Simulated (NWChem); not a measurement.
Species: C2H6BCl; SMILES CB(C)Cl

### Question
Give the equilibrium geometry at PBE0/def2-SVP (NWChem) as a Z-matrix, with the point group.

### Answer
point group C2; any orientation.
```
B
C 1 1.5638
H 2 1.0989 1 114.14
H 2 1.1010 3 110.03 1 -127.69
H 2 1.1072 3 106.83 4 -114.76
C 1 1.5638 2 123.62 3 -154.74
H 6 1.0989 1 114.14 2 -154.72
H 6 1.1010 7 110.03 1 -127.69
H 6 1.1072 7 106.83 8 -114.76
Cl 1 1.7753 2 118.19 3 25.26
```
